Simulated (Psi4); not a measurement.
Psi4 input (wB97X-D/6-311+G**):

```
memory 1500 MB

molecule {
0 2
C    -1.60290724   -0.85383308   -0.39475235
C    -0.49790432    0.02053633    0.19955438
C    -0.51059676    1.43062084   -0.42244917
C     0.82548031   -0.64202517    0.04840273
O     1.85358337   -0.04552093    0.73675744
H    -2.57832842   -0.38040495   -0.27186482
H    -1.63475624   -1.83359224    0.08399967
H    -1.44220677   -1.00618714   -1.46556411
H    -0.68394777    0.13624891    1.27452571
H    -0.36855768    1.37354274   -1.50469282
H     0.28773657    2.04449637   -0.00550230
H    -1.46418607    1.92879510   -0.23152550
H     1.08620041   -1.15186339   -0.87602853
H     2.68494703   -0.47866128    0.51805944
symmetry c1
no_reorient
no_com
}

set {
  basis 6-311+G**
  reference uks
  scf_type df
  df_basis_scf def2-universal-jkfit
  dft_radial_points 99
  dft_spherical_points 590
  e_convergence 1e-8
  d_convergence 1e-7
  maxiter 150
}

e = energy('wb97x-d')
print_out(f'\nFINAL {e:.10f} DIPOLE {variable("CURRENT DIPOLE")[0]:.6f} {variable("CURRENT DIPOLE")[1]:.6f} {variable("CURRENT DIPOLE")[2]:.6f}\n')
```

Output:

```
   => Loading Basis Set <=

    Name: 6-311+G**
    Role: ORBITAL
    Keyword: BASIS
    atoms 1-4  entry C          line   129 file 6-311pgss.gbs
    atoms 5    entry O          line   171 file 6-311pgss.gbs
    atoms 6-14 entry H          line    42 file 6-311pgss.gbs

   => WB97X-D: Empirical Dispersion <=

    Chai and Head-Gordon Dispersion Correction
    Chai, J.-D.; Head-Gordon, M. (2010), J. Chem. Phys., 132: 6615-6620

        s6 =       1.000000

         ---------------------------------------------------------
                                   SCF
               by Justin Turney, Rob Parrish, Andy Simmonett
                          and Daniel G. A. Smith
                              UKS Reference
         ---------------------------------------------------------

  ==> Geometry <==

    Molecular point group: c1
    Full point group: C1

    Geometry (in Angstrom), charge = 0, multiplicity = 2:

       Center              X                  Y                   Z               Mass
    ------------   -----------------  -----------------  -----------------  -----------------
         C           -1.602907240000    -0.853833080000    -0.394752350000    12.000000000000
         C           -0.497904320000     0.020536330000     0.199554380000    12.000000000000
         C           -0.510596760000     1.430620840000    -0.422449170000    12.000000000000
         C            0.825480310000    -0.642025170000     0.048402730000    12.000000000000
         O            1.853583370000    -0.045520930000     0.736757440000    15.994914619570
         H           -2.578328420000    -0.380404950000    -0.271864820000     1.007825032230
         H           -1.634756240000    -1.833592240000     0.083999670000     1.007825032230
         H           -1.442206770000    -1.006187140000    -1.465564110000     1.007825032230
         H           -0.683947770000     0.136248910000     1.274525710000     1.007825032230
         H           -0.368557680000     1.373542740000    -1.504692820000     1.007825032230
         H            0.287736570000     2.044496370000    -0.005502300000     1.007825032230
         H           -1.464186070000     1.928795100000    -0.231525500000     1.007825032230
         H            1.086200410000    -1.151863390000    -0.876028530000     1.007825032230
         H            2.684947030000    -0.478661280000     0.518059440000     1.007825032230

  Running in c1 symmetry.

  Rotational constants: A =      0.26252  B =      0.11790  C =      0.08965 [cm^-1]
  Rotational constants: A =   7870.26703  B =   3534.40941  C =   2687.52997 [MHz]
  Nuclear repulsion =  183.385930328136311

  Charge       = 0
  Multiplicity = 2
  Electrons    = 41
  Nalpha       = 21
  Nbeta        = 20

  ==> Algorithm <==
[...]
      21A      0.038802    22A      0.063825    23A      0.075526
      24A      0.090324    25A      0.098988    26A      0.117368
      27A      0.120893    28A      0.127664    29A      0.132664
      30A      0.137354    31A      0.159395    32A      0.167978
      33A      0.179999    34A      0.184950    35A      0.189623
      36A      0.193196    37A      0.220437    38A      0.237656
      39A      0.244072    40A      0.267737    41A      0.275496
      42A      0.287276    43A      0.293935    44A      0.299940
      45A      0.314042    46A      0.318761    47A      0.325801
      48A      0.331247    49A      0.353548    50A      0.355270
      51A      0.376462    52A      0.408701    53A      0.422662
      54A      0.442989    55A      0.466628    56A      0.499142
      57A      0.509982    58A      0.558344    59A      0.572795
      60A      0.584996    61A      0.606657    62A      0.621398
      63A      0.647643    64A      0.686826    65A      0.714312
      66A      0.724031    67A      0.739356    68A      0.743224
      69A      0.755657    70A      0.759138    71A      0.763673
      72A      0.783072    73A      0.804423    74A      0.829636
      75A      0.843156    76A      0.912935    77A      0.989758
      78A      1.060204    79A      1.072794    80A      1.103394
      81A      1.131485    82A      1.164863    83A      1.185411
      84A      1.260833    85A      1.284997    86A      1.346585
      87A      1.383090    88A      1.444138    89A      1.489064
      90A      1.516348    91A      1.546065    92A      1.553955
      93A      1.564649    94A      1.579308    95A      1.631965
      96A      1.641575    97A      1.656356    98A      1.675098
      99A      1.698819   100A      1.707492   101A      1.734068
     102A      1.754247   103A      1.783434   104A      1.812142
     105A      1.826648   106A      1.870821   107A      1.892640
     108A      1.910914   109A      1.955591   110A      2.035516
     111A      2.070965   112A      2.113708   113A      2.155651
     114A      2.184860   115A      2.199781   116A      2.216212
     117A      2.228688   118A      2.289864   119A      2.380611
     120A      2.416396   121A      2.474348   122A      2.532191
     123A      2.590052   124A      2.591525   125A      2.597951
     126A      2.609976   127A      2.629217   128A      2.650017
     129A      2.666485   130A      2.692084   131A      2.706527
     132A      2.752850   133A      2.756311   134A      2.801069
     135A      2.819306   136A      2.856535   137A      2.916123
     138A      2.958869   139A      3.005240   140A      3.014406
     141A      3.104228   142A      3.173354   143A      3.222556
     144A      3.289931   145A      3.337414   146A      3.448596
     147A      3.603154   148A      3.879261   149A      3.887671
     150A      3.924079   151A      3.940480   152A      3.956365
     153A      4.047869   154A      4.150680   155A      4.363192
     156A      4.419018   157A      5.104100   158A      5.500507
     159A      5.784137   160A     23.913927   161A     23.984125
     162A     24.105874   163A     24.109107   164A     50.034640

    Final Occupation by Irrep:
              A
    DOCC [    20 ]
    SOCC [     1 ]
    NA   [    21 ]
    NB   [    20 ]

  @DF-UKS Final Energy:  -233.00526811224665

   => Energetics <=

    Nuclear Repulsion Energy =            183.3859303281363111
    One-Electron Energy =                -677.9808729010367188
    Two-Electron Energy =                 284.6107685910395730
    DFT Exchange-Correlation Energy =     -23.0146824538040775
    Empirical Dispersion Energy =          -0.0064116765817043
    VV10 Nonlocal Energy =                  0.0000000000000000
    Total Energy =                       -233.0052681122466538

  UHF NO Occupations:
  HONO-2 :   19  A 1.9995239
  HONO-1 :   20  A 1.9989749
  HONO-0 :   21  A 1.0000000
  LUNO+0 :   22  A 0.0010251
  LUNO+1 :   23  A 0.0004761
  LUNO+2 :   24  A 0.0002472
  LUNO+3 :   25  A 0.0001357

Computation Completed

Properties will be evaluated at   0.000000,   0.000000,   0.000000 [a0]

Properties computed using the SCF density matrix

 Multipole Moments:

 ------------------------------------------------------------------------------------
     Multipole            Electronic (a.u.)      Nuclear  (a.u.)        Total (a.u.)
 ------------------------------------------------------------------------------------

 L = 1.  Multiply by 2.5417464519 to convert [e a0] to [Debye]
 Dipole X            :          0.2583860           -0.0000001            0.2583860
 Dipole Y            :         -0.2513596            0.0000004           -0.2513592
 Dipole Z            :         -0.3719111           -0.0000004           -0.3719115
 Magnitude           :                                                    0.5179410

 ------------------------------------------------------------------------------------

FINAL -233.0052681122 DIPOLE 0.258386 -0.251359 -0.371911

*** Psi4 exiting successfully. Buy a developer a beer!
```

The geometry given is a B3LYP-D3(BJ)/def2-TZVP minimum.
